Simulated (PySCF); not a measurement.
C6H14AsB.
SMILES: `C1[AsH]CC[C@H]1B(C)C`

Computed, not measured: PySCF, TDDFT PBE0/def2-SVPD, vertical, gas phase, core orbitals frozen in the response. Geometry: PBE0-D3(BJ)/def2-SVP, one conformer, isolated molecule. Relativistic effects, spin–orbit coupling among them, are left out although an element past zinc is present.

```
state  E (eV)  λ (nm)       f  |μ| (D)  main configurations (H = HOMO, L = LUMO)
   S1    5.26   235.9  0.0051     0.50                                 H→L (99%)
   S2    5.81   213.3  0.0021     0.31                               H-1→L (94%)
   S3    5.97   207.6   0.029     1.13                  H→L+1 (86%), H→L+3 (12%)
   S4    6.14   202.1   0.069     1.73                               H→L+2 (96%)
   S5    6.34   195.5  0.0010     0.21     H-2→L (45%), H-3→L (39%), H-4→L (12%)
   S6    6.53   189.9   0.017     0.83                  H→L+3 (84%), H→L+1 (12%)
   S7    6.87   180.5  0.0041     0.39                  H-2→L (49%), H-3→L (42%)
   S8    6.97   177.9   0.152     2.40                  H→L+5 (71%), H→L+4 (15%)
   S9    7.10   174.7  0.0021     0.28                             H-1→L+1 (92%)
  S10    7.17   172.9   0.020     0.86                  H→L+4 (71%), H→L+5 (20%)
```

Triplets (Tamm–Dancoff): T1 5.00 eV, H→L (47%), H→L+2 (18%), H→L+3 (14%); T2 5.13 eV, H→L+2 (70%); T3 5.26 eV, H-1→L (78%); T4 5.42 eV, H→L (42%), H→L+1 (21%), H→L+3 (16%).

The lowest singlet lies at 5.26 eV (236 nm, ultraviolet) and is weak; its leading configuration is HOMO→LUMO (99%). The strongest level in the table is S8 at 6.97 eV (178 nm, f = 0.152). Löwdin shares by element: HOMO arsenic 61%, carbon 18% or more, hydrogen 7% or more; LUMO boron 38%, carbon 31% or more (atoms not listed hold the other 31%). Orbital energies (eV): HOMO-3 -8.60, HOMO-2 -8.39, HOMO-1 -7.96, HOMO -6.72, LUMO -0.46, LUMO+1 0.22, LUMO+2 0.54. Weighted by f, the mean energy of these states is 6.63 eV. The listed states span 1.91 eV, and the widest gap between neighbours is 0.56 eV (S1 to S2). The vertical ionisation energy (ΔSCF) is 8.64 eV, 1.47 eV above S10. Singlets were solved by full linear response, triplets in the Tamm–Dancoff approximation.

On one thread of an Intel Xeon at 2.50 GHz, shared host with 64 logical CPUs at a one-minute load of 62, this took 8.6 min wall (with the writing of density and orbital grids) and 1.3 GiB of memory at its peak.
